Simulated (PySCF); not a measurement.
**NMR data sheet: C5H7F2NOSi**

| Quantity | Value |
| --- | --- |
| Formula | C5H7F2NOSi |
| SMILES | N#CC(F)(F)O[C@H]1CC[SiH2]1 |
| Point group of the computed structure | C1 |
| Degrees of unsaturation | 3 |
| Carbon signals | 5 |
| Proton signals | 7 |

Molfile (atoms numbered from 1):
```
C5H7F2NOSi
     RDKit          3D

 17 17  0  0  0  0  0  0  0  0999 V2000
    4.3615    0.0420    0.9689 N   0  0  0  0  0  0  0  0  0  0  0  0
    3.4029   -0.0611    0.3349 C   0  0  0  0  0  0  0  0  0  0  0  0
    2.1752   -0.1733   -0.4925 C   0  0  0  0  0  0  0  0  0  0  0  0
    2.0445    0.9583   -1.2277 F   0  0  0  0  0  0  0  0  0  0  0  0
    2.3339   -1.1700   -1.3886 F   0  0  0  0  0  0  0  0  0  0  0  0
    1.1326   -0.3750    0.3131 O   0  0  0  0  0  0  0  0  0  0  0  0
   -0.1450   -0.4828   -0.3190 C   0  0  1  0  0  0  0  0  0  0  0  0
   -1.2952   -0.5178    0.6975 C   0  0  0  0  0  0  0  0  0  0  0  0
   -2.4178    0.1095   -0.1681 C   0  0  0  0  0  0  0  0  0  0  0  0
   -1.0492    0.9936   -1.1407 Si  0  0  0  0  0  4  0  0  0  0  0  0
   -0.1572   -1.3808   -0.9596 H   0  0  0  0  0  0  0  0  0  0  0  0
   -1.5117   -1.5089    1.1282 H   0  0  0  0  0  0  0  0  0  0  0  0
   -1.0343    0.1561    1.5302 H   0  0  0  0  0  0  0  0  0  0  0  0
   -2.9220   -0.6514   -0.7846 H   0  0  0  0  0  0  0  0  0  0  0  0
   -3.1826    0.6778    0.3771 H   0  0  0  0  0  0  0  0  0  0  0  0
   -1.1009    1.1055   -2.6281 H   0  0  0  0  0  0  0  0  0  0  0  0
   -0.6486    2.2909   -0.5247 H   0  0  0  0  0  0  0  0  0  0  0  0
  1  2  3  0
  2  3  1  0
  3  4  1  0
  3  5  1  0
  3  6  1  0
  6  7  1  0
  7  8  1  0
  8  9  1  0
  9 10  1  0
 10  7  1  0
  7 11  1  6
  8 12  1  0
  8 13  1  0
  9 14  1  0
  9 15  1  0
 10 16  1  0
 10 17  1  0
M  END
```

- coordinates at the PBE0-D3(BJ)/def2-SVP level
- KT2/pcSseg-1 with gauge-including orbitals
- program: PySCF 2.14.0 with density-fitted response routines
- isolated molecule, a single conformation, non-relativistic

δ = σ(ref) − σ, references computed at the same level: $^{1}$H (σref 31.18) and $^{13}$C (σref 183.22) and $^{29}$Si (σref 361.05) against TMS; $^{19}$F (σref 138.57) against CFCl3; $^{15}$N (σref 264.30) vs NH3; H2O for $^{17}$O (σref 330.66).

| carbon | δC, type | δH (multiplicity) | HMBC from (2–3 bonds) | span of the C tensor (ppm) |
| --- | --- | --- | --- | --- |
| C2 | 103.5, C | – | – | 319 |
| C3 | 112.7, C | – | H11 | 43 |
| C7 | 64.6, CH | 4.29 (m) | H16, H17, H12, H13, H15, H14 | 87 |
| C8 | 34.4, CH2 | H12 2.94 (m); H13 2.53 (m) | H16, H17, H11, H15, H14 | 46 |
| C9 | 5.0, CH2 | H14 1.05 (m); H15 1.17 (m) | H16, H17, H11, H12, H13 | 33 |

Other nuclei:
```csv
atoms,nucleus,environment,δ (ppm),σ (ppm)
H16,$^{1}$H,"hydrogen on a silicon bonded to 2 C, in a 4-membered ring",5.07,26.11
H17,$^{1}$H,"hydrogen on a silicon bonded to 2 C, in a 4-membered ring",4.81,26.37
F5,$^{19}$F,fluorine of a CF2 group,-95.0,233.5
F4,$^{19}$F,fluorine of a CF2 group,-101.7,240.3
Si10,$^{29}$Si,"silicon bonded to 2 C, 2 H, in a 4-membered ring",-18.6,379.7
N1,$^{15}$N,nitrile nitrogen,279.3,-15.0
O6,$^{17}$O,ether oxygen,144.9,185.7
```

1. Carbon types of the structure: 2 × C, 1 × CH, 2 × CH2, leaving 2 H on heteroatoms.
2. δC 112.7: fully substituted sp3 carbon bonded to 2 F and O, α to a nitrile; 3 electronegative neighbours deshield it.
3. δC 103.5: nitrile carbon; typical of a nitrile.
4. δC 64.6: sp3 CH bonded to O and Si; pulled downfield by the heteroatom.
5. δC 5.0: sp3 CH2 bonded to Si; an electropositive neighbour leaves it electron-rich and shielded.
6. δH 4.29: hydrogen on an sp3 CH bonded to O and Si; its carbon carries O, an electronegative neighbour.

Splittings by $^{19}$F in the carbon and heteronuclear signals aren't shown, as no couplings were computed. Shifts are as computed. Against solution values, carbons near 30 ppm lie about +2 ppm off and those near 130 ppm about -5 ppm. Of 1309 compounds with measured shifts, 239 miss one by over three times the rms of a fit or turn the order of signals round; such compounds aren't used in these exercises. Unscaled 19F shifts against computed CFCl3 carry errors that often reach 10 to 50 ppm. Experimental scales use liquid or dissolved standards, which lie at an offset from isolated NH3 (liquid NH3: subtract about 20 ppm) and H2O (liquid H2O: subtract about 36 ppm). Unscaled 15N shifts of sp2 nitrogen come out 20 to 40 ppm too high even then. Multiplicities follow the n + 1 count of equivalent neighbours, as no J values were calculated; m marks all less simple cases, F and P coupling included.
